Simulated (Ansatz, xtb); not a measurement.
# ClH4OSiSn: where a starting geometry ends

The starting geometry of this gas-phase doublet was built from a drawn formula by distance geometry and a force field; its bonds are those of `[O][SiH2][SnH2][Cl]`.

```xyz
8

Cl   -2.5770    1.7615   -0.4046
O    -1.7187   -2.5613   -0.3895
Si   -0.4916   -1.5944    0.2533
Sn   -0.5432    0.7018   -0.8281
H    -0.6685   -1.4491    1.6791
H     0.8108   -2.2707   -0.0284
H     0.7935    1.6389   -0.1604
H    -0.2953    0.5098   -2.5468
```

Problem. Where would you expect an optimisation with r2SCAN-D4/def2-SVP to take it?

Solution. It rearranges to `[SiH2][O][SnH2][Cl]`. Contacts that open: Si3–Sn4 (2.54 → 3.36 Å). Contacts that close: O2–Sn4 (3.50 → 1.98 Å).

The energy falls by 1.22 eV over 38 steps:

```csv
step,E − E(last) (eV)
1,1.221
5,0.838
9,0.756
13,0.121
17,0.009
22,0.001
26,0.001
30,0.000
34,0.000
38,0.000
```

Final geometry (Å):

```csv
atom,x (Å),y (Å),z (Å)
Cl,-2.3212,1.4930,0.1963
O,-0.0234,-0.9864,-0.5400
Si,-0.1541,-1.7496,0.9370
Sn,-0.6135,0.7619,-1.2519
H,-1.5870,-2.0394,1.2852
H,0.6049,-3.0387,0.8423
H,0.6938,1.8460,-1.1121
H,-1.2896,0.4496,-2.7822
```

From the same start GFN2-xTB ends elsewhere, differing in O2–Sn4 (2.65 against 1.98 Å here).

No frequencies were run, so the end isn't proven a minimum. Open shells are spin-unrestricted. Atoms past krypton carry core potentials, without spin–orbit terms. Run with Ansatz 0.2.0, 3.2 min on 2 threads of Intel(R) Xeon(R) Platinum 8375C CPU @ 2.90GHz (Ice Lake), on a shared host.
